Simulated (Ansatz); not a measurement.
Ansatz (a quantum-chemistry and plane-wave program) input (RI-MP2/aug-cc-pV(T+d)Z):
A basis named .json is the Basis Set Exchange file of that set.

Ansatz 0.2 input:
```yaml
crystal:
  periodic: [false, false, false]
  atoms:
    - {symbol: F, position_ang: [-1.46765236, -0.29091169, 0.03213502]}
    - {symbol: C, position_ang: [-0.59791644, 0.67053518, -0.01923397]}
    - {symbol: Cl, position_ang: [0.98802176, -0.08264740, -0.01022420]}
basis:
  gaussian:
    orbitals: aug-cc-pV_T+d_Z.json
    fitting: {mean_field: def2-universal-jkfit, correlation: aug-cc-pVTZ-RIFIT.json}
magnetization: {spin_polarized: false}
correlation: {method: mp2, electrons: outside_noble_gas}
```

End of the output:

```
integrals: 0.06 GiB planned
280 factors; integrals over basis functions are off by at most 1.4e0 eV
359 factors; integrals over basis functions are off by at most 7.7e-1 eV
mean field: 0.25 GiB planned
mean field evaluation 1: about -16237.7473 eV, gradient 2.5e1 eV
mean field evaluation 2: about -16238.6725 eV, gradient 1.6e1 eV
mean field evaluation 4: about -16239.1734 eV, gradient 1.2e0 eV
mean field evaluation 8: about -16239.1862 eV, gradient 2.5e-6 eV
mean field -16239.18624148 eV, -596.7790870587 hartree, gradient 2.5e-6 eV, S^2 0.000000; 0 other end points of the search recorded, 0 dependent functions left out; unrestricted orbitals would lower it
7 core orbitals not correlated
reference -16239.18624148 eV, -596.7790870587 hartree; 9, 9 occupied and 131, 131 virtual orbitals, 359 factors
second order -15.98494971 eV of doubles, -0.00000000 eV of singles
Total energy: -16255.17119119 eV, -597.3665231255 hartree
```
